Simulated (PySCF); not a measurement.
A structure optimised at B3LYP-D3(BJ)/def2-TZVP, used in a PySCF frequency run:

```xyz
5

Zn     0.0000     0.0000    -0.4841
C      0.0000     0.0000     1.5283
H     -0.9143     0.5279     1.7844
H      0.9143     0.5279     1.7844
H      0.0000    -1.0557     1.7844
```
Charge +1, spin multiplicity 1.

Q: Write its SMILES, formula and point group.

A: [CH3][Zn+], CH3Zn, C3v

Q: What are its rotational constants (standard atomic weights)?

A: 149.94, 9.3739, 9.3739 GHz
